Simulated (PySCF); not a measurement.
## CeCl: energy against distance

Set-up: Ce x2c-SVPall, Cl x2c-SVPall; spin-free X2C with a Gaussian nucleus (PySCF 2.14). Energies in eV from Ce (4f1 5d1 6s2) + Cl in their ground configurations at the same level. State: quartet, about 1.1 electrons in the 4f shell (Mulliken), real f orbitals that mix terms.

All columns are M06. A positive dipole means Ce(−)Cl(+).

```json
{"R (Å)": "2.161", "E (eV)": "-3.759", "μ (D)": "-1.97", "Mulliken charge on Ce (basis-dependent)": "-0.01", "HOMO (eV)": "-3.18", "LUMO (eV)": "-1.53", "Mayer bond order": "1.66", "⟨S²⟩": "3.75"}
{"R (Å)": "2.262", "E (eV)": "-4.364", "μ (D)": "-2.42", "Mulliken charge on Ce (basis-dependent)": "0.07", "HOMO (eV)": "-3.36", "LUMO (eV)": "-1.58", "Mayer bond order": "1.55", "⟨S²⟩": "3.75"}
{"R (Å)": "2.362", "E (eV)": "-4.693", "μ (D)": "-2.89", "Mulliken charge on Ce (basis-dependent)": "0.15", "HOMO (eV)": "-3.54", "LUMO (eV)": "-1.51", "Mayer bond order": "1.45", "⟨S²⟩": "3.75"}
{"R (Å)": "2.438", "E (eV)": "-4.808", "μ (D)": "-3.26", "Mulliken charge on Ce (basis-dependent)": "0.20", "HOMO (eV)": "-3.67", "LUMO (eV)": "-1.52", "Mayer bond order": "1.38", "⟨S²⟩": "3.75"}
{"R (Å)": "2.513", "E (eV)": "-4.840", "μ (D)": "-3.62", "Mulliken charge on Ce (basis-dependent)": "0.24", "HOMO (eV)": "-3.80", "LUMO (eV)": "-1.65", "Mayer bond order": "1.32", "⟨S²⟩": "3.75"}
{"R (Å)": "2.588", "E (eV)": "-4.806", "μ (D)": "-3.98", "Mulliken charge on Ce (basis-dependent)": "0.28", "HOMO (eV)": "-3.92", "LUMO (eV)": "-1.84", "Mayer bond order": "1.26", "⟨S²⟩": "3.75"}
{"R (Å)": "2.689", "E (eV)": "-4.688", "μ (D)": "-4.43", "Mulliken charge on Ce (basis-dependent)": "0.33", "HOMO (eV)": "-4.06", "LUMO (eV)": "-2.02", "Mayer bond order": "1.19", "⟨S²⟩": "3.75"}
{"R (Å)": "2.815", "E (eV)": "-4.461", "μ (D)": "-4.99", "Mulliken charge on Ce (basis-dependent)": "0.37", "HOMO (eV)": "-4.20", "LUMO (eV)": "-2.80", "Mayer bond order": "1.12", "⟨S²⟩": "3.75"}
{"R (Å)": "2.965", "E (eV)": "-4.127", "μ (D)": "-5.71", "Mulliken charge on Ce (basis-dependent)": "0.41", "HOMO (eV)": "-4.30", "LUMO (eV)": "-3.65", "Mayer bond order": "1.06", "⟨S²⟩": "3.76"}
{"R (Å)": "3.166", "E (eV)": "-3.639", "μ (D)": "-6.67", "Mulliken charge on Ce (basis-dependent)": "0.45", "HOMO (eV)": "-4.39", "LUMO (eV)": "-5.55", "Mayer bond order": "0.99", "⟨S²⟩": "3.76"}
```

A fit through these points gives, at Re = 2.508 Å, μ = -3.60 D and dμ/dR = -4.80 D/Å; the reduced mass is 27.98 u.

**Question.** How strong is the fundamental in the double-harmonic approximation, I = 42.26·(dμ/dR)²/μred km/mol?

**Answer.** I = 42.26·(-4.80)²/27.98 = 34.8 km/mol at M06.

These are scalar-relativistic numbers at best; spin–orbit coupling would shift them, the dissociation energy most. The state is the lowest single determinant that the PBE0 search found; with open d or f shells the true ground state can be another one.

At some distances an empty level lies below a filled one, because the occupation is held.
